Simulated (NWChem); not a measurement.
# VHSOF2; SMILES [OH][V]([F])(=[S])[F]

```xyz
6

V     -0.0094     0.2736    -0.0003
S      0.1670    -1.7055     0.0027
F     -0.8747     0.7687     1.3815
F     -0.8210     0.7694    -1.4141
O      1.5623     0.9670     0.0301
H      2.4046     0.4953     0.0473
```
Atoms are numbered in this order, from 1.

Level: PBE0/def2-SVP (NWChem), optimised geometry, unscaled harmonic frequencies. 

Problem. List the harmonic frequencies with IR intensities, and the thermochemistry.

Solution. 
```csv
frequency (cm⁻¹),IR intensity (km/mol)
215,4.7
224,1.9
229,2.1
239,7.9
264,0.4
382,105.3
602,109.9
641,72.1
779,199.5
830,177.2
854,149.4
3891,277.6
```

```yaml
zero_point_energy: 13.1 kcal/mol
thermal correction to the enthalpy at 298.15 K (with zero-point energy): 17.6 kcal/mol
heat capacity Cv: 20.2 cal/(mol K)
entropy at 298.15 K and 1 atm (symmetry number 1): 79.5 cal/(mol K)
dipole_moment: 2.56 D
```

Rigid rotor and harmonic oscillator.
